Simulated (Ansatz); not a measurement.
C₂H₄BNS₂, SMILES `CSC1=NBS1`. The species carries charge 0 and has multiplicity 1. The structure was optimised at the PBE0-D4/def2-TZVP level.

```xyz
10

C     1.945    0.190    0.405
S     0.603    1.385    0.391
C    -0.741    0.423   -0.056
N    -1.955    0.851   -0.199
B    -2.383   -0.481   -0.545
S    -0.713   -1.351   -0.404
H     1.760   -0.591    1.140
H     2.090   -0.240   -0.585
H     2.837    0.749    0.689
H    -3.442   -0.935   -0.835
```

Question: What is the dipole moment at ωB97M-V/def2-TZVPP? (Best estimate.)

Answer: Ansatz gave: 3.12 D, with components (2.94, -1.01, 0.35) D in this frame, pointing from negative to positive charge.

Question: And with PBE, r2SCAN, B3LYP? (Best estimate.)

Answer: Computed: PBE 3.34 D, r2SCAN 3.30 D, B3LYP 3.22 D.

Question: Give the Mulliken charges with ωB97M-V, PBE, r2SCAN in def2-TZVPP. (An estimate is asked.)

Answer: The calculation gave: 
| atom | ωB97M-V | PBE | r2SCAN |
| --- | --- | --- | --- |
| C1 | -0.38 | -0.28 | -0.17 |
| S2 | 0.10 | 0.06 | 0.06 |
| C3 | 0.14 | 0.17 | 0.24 |
| N4 | -0.28 | -0.23 | -0.35 |
| B5 | 0.06 | 0.11 | 0.16 |
| S6 | -0.19 | -0.25 | -0.25 |
| H7 | 0.16 | 0.14 | 0.10 |
| H8 | 0.16 | 0.14 | 0.10 |
| H9 | 0.14 | 0.13 | 0.09 |
| H10 | 0.09 | 0.02 | 0.02 |

B3LYP here is the variant with VWN-RPA as its local correlation; programs differ in this.
